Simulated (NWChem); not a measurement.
Species: C₂H₄Cl₂; SMILES ClC(C)Cl

Computed with NWChem. Structure relaxed at the PBE0/def2-SVP level. Level: PBE0/def2-SVP with SMD (1 M gas to 1 M solution), gas-phase geometry.

For solvent water:

```
Property                                     Value
-------------------------------------------  -----
solvation free energy (kcal/mol)              -1.3
cavity-dispersion-structure term (kcal/mol)    2.0
dipole in solution (D)                        2.60
```

### Question
Estimate the same quantities for solvent n-hexane.

### Answer
- solvation free energy (kcal/mol): -4.2
- cavity-dispersion-structure term (kcal/mol): -2.7
- dipole in solution (D): 2.26
